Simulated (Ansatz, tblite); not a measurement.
Spin states of the cluster Si2Ge3, each relaxed with PBE-D4/def2-SVP in Ansatz. Electronic energies in the gas phase.

The xTB rows come from tblite. LC-ωPBE has ω = 0.4 bohr⁻¹. Correlated methods freeze 37 core orbitals; core or outer-core shells of Ge are correlated, in sets that lack core-valence functions. The rows differ in basis, and correlated rows in double-zeta sets carry the largest basis error. In CCSD on the charge 0 triplet the largest single amplitude is 0.22, so its Hartree–Fock determinant may place the open shell otherwise than the density functionals do. The structure comes from a short search, and lower isomers may exist.

Singlet geometry (C2 within 0.1 Å):

| atom | x (Å) | y (Å) | z (Å) |
| --- | --- | --- | --- |
| Si1 | 1.037 | 0.767 | 0.314 |
| Si2 | -1.321 | -0.140 | 0.052 |
| Ge3 | -0.068 | -0.948 | -1.800 |
| Ge4 | 1.224 | -1.605 | 0.268 |
| Ge5 | -0.872 | 1.925 | 1.166 |

Triplet geometry (C2v within 0.1 Å):

```
atom   x (Å)   y (Å)   z (Å)
 Si1   0.999  -0.853   0.540
 Si2  -1.392   0.259  -0.102
 Ge3  -0.129   0.818   1.900
 Ge4   0.840   1.269  -0.937
 Ge5  -0.317  -1.493  -1.402
```

Quintet geometry (Cs within 0.1 Å):

```csv
atom,x (Å),y (Å),z (Å)
Si1,-1.108,0.408,0.704
Si2,0.739,-0.287,-1.126
Ge3,1.071,1.421,0.541
Ge4,0.991,-1.140,1.434
Ge5,-1.693,-0.403,-1.553
```

⟨S²⟩: triplet 2.03 at PBE0-D4/def2-TZVP (pure 2.00), quintet 6.02 at PBE0-D4/def2-TZVP (pure 6.00).

Run but left out: HF/def2-SVP, HF/def2-TZVP (singlet: restricted singlet, unstable towards broken spin symmetry); MP2/def2-SVP, MP2/def2-TZVP (triplet: ⟨S²⟩ 2.16 to 2.20, where a pure state has 2.00).

Only these spin states were relaxed. The triplet has other bonds than the singlet, so the gap mixes isomer and spin. The quintet has other bonds than the singlet, so the gap mixes isomer and spin.

| level | triplet − singlet (kJ/mol) | quintet − singlet (kJ/mol) | lowest of these | remarks |
| --- | --- | --- | --- | --- |
| GFN1-xTB | 88.0 | 219.4 | singlet | – |
| GFN2-xTB | 76.0 | 227.5 | singlet | – |
| PBE-D4/def2-TZVP | 35.3 | 201.2 | singlet | – |
| r2SCAN-D4/def2-TZVP | 25.8 | 182.8 | singlet | – |
| PBE0-D4/def2-TZVP | 30.9 | 187.6 | singlet | – |
| LC-ωPBE/def2-TZVP | 21.3 | 168.2 | singlet | – |
| B2PLYP/def2-TZVP | 46.5 | 213.8 | singlet | – |
| CCSD/def2-SVP | 42.6 | 189.1 | singlet | large T1 (0.022) (singlet), restricted SCF unstable (singlet), spin-contaminated (⟨S²⟩ 2.16) (triplet) |
| CCSD(T)/def2-SVP | 47.6 | 201.3 | singlet | large T1 (0.022) (singlet), restricted SCF unstable (singlet), spin-contaminated (⟨S²⟩ 2.16) (triplet) |

Change of the quintet − singlet gap on mixing in exact exchange, in kJ/mol: PBE to PBE0 (25 % exact exchange) -13.6.

The xTB methods have no spin-polarisation term.
